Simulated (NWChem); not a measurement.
Molecule: CH3ClF2Ge; SMILES [F][Ge]([F])([Cl])[CH3]

Results from NWChem. Pople sets run with spherical d functions. Geometry: optimised at PBE0/def2-SVP. Level M06-L/6-31G*: energy and gradient on several grids; changes count from the extra-fine grid, which is no exact limit either.

| grid | size of the energy change (μHa) | largest change of a gradient component (μHa/bohr) |
|---|---|---|
| xcoarse | 40000 | 4000 |
| coarse | 2000 | 2000 |
| medium | 200 | 200 |
| fine | < 10 | 200 |
| xfine | < 10 | < 30 |
